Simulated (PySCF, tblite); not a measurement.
Isomers of C6H13NO2Si, one GFN2-xTB conformer each. Single-point energies are computed at PBE0/pcSseg-1 (PySCF, gas phase, no added dispersion term), electronic only.

**Question.** Rank them by PBE0/pcSseg-1 energy, lowest first (kJ/mol).
A. `[CH3:1][CH2:2][C@@:3]1(/[CH:4]=[N:5]/[CH3:6])[CH2:7][O:8][SiH2:9][O:10]1` with C1–C2–C3–C4 57°, C2–C3–C4–N5 72°, C2–C3–C7–O8 141°, C3–C7–O8–Si9 -17°, C7–O8–Si9–O10 6°, O8–Si9–O10–C3 8°
B. `[CH2:1]=[CH:2][CH2:3][NH:4][C:5](=[O:6])[C@H:7]([CH3:8])[O:9][SiH3:10]` with C1–C2–C3–N4 8°, C2–C3–N4–C5 -110°, C3–N4–C5–O6 -5°, N4–C5–C7–C8 -77°, C5–C7–O9–Si10 23°
C. `[CH3:1][C@@H:2]([SiH3:3])[C@@:4]([CH3:5])([CH:6]=[O:7])[C:8]([NH2:9])=[O:10]` with C1–C2–C4–C5 46°, C2–C4–C6–O7 179°, C2–C4–C8–N9 169°, C4–C8–N9–H 173° and 17°
D. `[CH3:1][SiH2:2][C@H:3]([O:4][CH:5]1[CH2:6][CH2:7]1)[C:8]([NH2:9])=[O:10]` with C1–Si2–C3–O4 179°, Si2–C3–O4–C5 154°, C3–O4–C5–C6 -152°, Si2–C3–C8–N9 96°, C3–C8–N9–H 2° and -177°

**Answer.** A (0.0), B (63.7), C (80.1), D (124.5).

As drawn, the lowest has a C=N bond and an Si–O bond, which the highest lacks; the highest has a three-membered ring, a C=O bond and an N–H bond, which the lowest lacks. GFN2-xTB itself gives, in the same order: 0.0, 131.7, 258.4, 312.5. Both levels put the same isomer lowest; measured from each level's own lowest isomer, the values differ by up to 188.0 kJ/mol (C[SiH2][C@H](OC1CC1)C(N)=O: 312.5 against 124.5).

**Question.** Which frontier levels, dipoles and rotational constants go with these structures?

**Answer.** 
```csv
SMILES,"HOMO (eV, PBE0/pcSseg-1)",LUMO (eV),dipole (D),"A, B, C (MHz)"
CC[C@@]1(/C=N/C)CO[SiH2]O1,-7.28,-0.31,1.23,"1542, 889.3, 696.9"
C=CCNC(=O)[C@H](C)O[SiH3],-7.53,0.04,5.09,"2319, 604.5, 540.5"
C[C@@H]([SiH3])[C@@](C)(C=O)C(N)=O,-7.64,-1.51,3.13,"1521, 938.4, 908.6"
C[SiH2][C@H](OC1CC1)C(N)=O,-6.99,0.48,2.53,"1605, 730.0, 588.4"
```

**Question.** What happens when harmonic zero-point energies from GFN2-xTB frequencies are added?

**Answer.** 
```tsv
SMILES	ZPE (kJ/mol)	electronic (kJ/mol)	with ZPE (kJ/mol)
CC[C@@]1(/C=N/C)CO[SiH2]O1	481.1	0.0	0.0
C=CCNC(=O)[C@H](C)O[SiH3]	469.8	63.7	52.4
C[C@@H]([SiH3])[C@@](C)(C=O)C(N)=O	471.3	80.1	70.3
C[SiH2][C@H](OC1CC1)C(N)=O	471.7	124.5	115.1
```

The zero-point energies span 11.3 kJ/mol. The order is unchanged.
